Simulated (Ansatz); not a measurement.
Species: H4AlSi, SMILES `[AlH][SiH3]` (charge 0, multiplicity 2), formula H$_{4}$AlSi.

### Question
How many basis functions does Ansatz (a first-principles code) with frozen-core CCSD(T)/cc-pVTZ // PBE0-D4/def2-TZVP use, how many core orbitals are frozen, and how many electrons are correlated?

### Answer
124 basis functions and 10 frozen orbitals, which leaves 11 correlated electrons. Core time is of the order of seconds.
